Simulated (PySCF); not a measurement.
AlH2I, SMILES [AlH2][I]. Atoms are numbered in the order given.

```xyz
4

Al     0.0000     0.0000     1.9173
H      0.0000     1.4056     2.6546
H      0.0000    -1.4056     2.6546
I      0.0000     0.0000    -0.5705
```
Charge 0, spin multiplicity 1.

The structure is a stationary point at PBE-D3(BJ)/def2-TZVP. The def2 effective core potentials stand for the cores of I; spin–orbit coupling is left out.

Level of theory: HF/def2-TZVPD (PySCF).

Symmetry labels are those of the subgroup C2v that the program uses (full group C2v).

Computed valence orbital energies around the gap with their symmetry:
```csv
orbital,symmetry,energy (eV)
HOMO−7,A2,-61.67
HOMO−6,A1,-61.67
HOMO−5,A1,-24.16
HOMO−4,A1,-15.49
HOMO−3,B2,-12.46
HOMO−2,A1,-11.60
HOMO−1,B1,-10.42
HOMO,B2,-10.15
LUMO,B1,0.66
LUMO+1,A1,1.15
LUMO+2,A1,1.44
LUMO+3,B2,1.55
```
